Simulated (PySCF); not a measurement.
## Electron correlation in Al⁺ (aluminium, charge +1)

[Ne] 3s1 3d1, high-spin 3D determinant (an excited configuration). Calculation: PySCF 2.14, in x2c-TZVPPall with one added diffuse shell each of s, p, d type (6s6p4d1f, 51 functions); the spin-free X2C one-electron Hamiltonian (Gaussian nucleus). Frozen: 1s2; 10 electrons correlated.

```json
{"level": "CCSD", "correlation energy (mhartree)": "-154.95"}
{"level": "(T)", "correlation energy (mhartree)": "-1.24"}
{"level": "CCSD(T)", "correlation energy (mhartree)": "-156.19"}
```

Diagnostics: T1 = 0.0066, D1 = 0.0247, largest double amplitude 0.035.

The outer electron is Rydberg-like, and this basis confines it to a smaller radius and binds it less than a complete one would.

Cost of the coupled-cluster step: roughly 7 core-seconds, for 10 correlated electrons.

This basis was not built for core-valence correlation, so the inner-shell part is incomplete.
